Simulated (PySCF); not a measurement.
HGeO (cation, charge +1), SMILES [OH+]=[Ge], B3LYP/def2-SVP optimised geometry.

```
3

O      0.35     0.00     0.00
Ge    -1.32     0.00     0.00
H      1.32     0.00     0.00
```

Density from B3LYP/def2-TZVP (PySCF) at that geometry.

Minimum of the electron density along straight lines between bonded atoms, close to the bond critical point (lines longer than 1.1 times the sum of covalent radii, or with two minima, are not listed):

```json
[
 {"bond": "O1–Ge2", "length / Å": "1.677", "ρ at the minimum / e bohr⁻³": "…", "∇²ρ there / e bohr⁻⁵": "1.06", "position (fraction from the first atom)": "0.52"},
 {"bond": "O1–H3", "length / Å": "0.972", "ρ at the minimum / e bohr⁻³": "…", "∇²ρ there / e bohr⁻⁵": "…", "position (fraction from the first atom)": "0.83"}
]
```

Some entries are withheld; supply them.


- O1–Ge2, ρ at the minimum / e bohr⁻³: 0.163
- O1–H3, ρ at the minimum / e bohr⁻³: 0.328
- O1–H3, ∇²ρ there / e bohr⁻⁵: -2.37
